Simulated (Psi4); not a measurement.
A dimer, C2H6 ··· Br2 (SMILES CC and BrBr), singlet; the first 8 atoms form monomer A.

```
10

C     -0.7540     0.0488     0.1071
C      0.7540    -0.0488    -0.1071
H     -1.2344     0.6052    -0.7002
H     -1.2144    -0.9405     0.1448
H     -0.9898     0.5578     1.0438
H      1.2344    -0.6049     0.7004
H      0.9898    -0.5581    -1.0436
H      1.2143     0.9405    -0.1451
Br     2.4128    -4.5937     3.3394
Br     3.0686    -2.4568     2.7339
```

### Question
What interaction energy does SAPT0/jun-cc-pVDZ, frozen core in Psi4 1.11 give, and which attractive term is the largest?

### Answer
Total -0.24 kcal/mol: electrostatics -0.20, exchange 0.57, induction -0.06, dispersion -0.55. The most attractive term is dispersion.
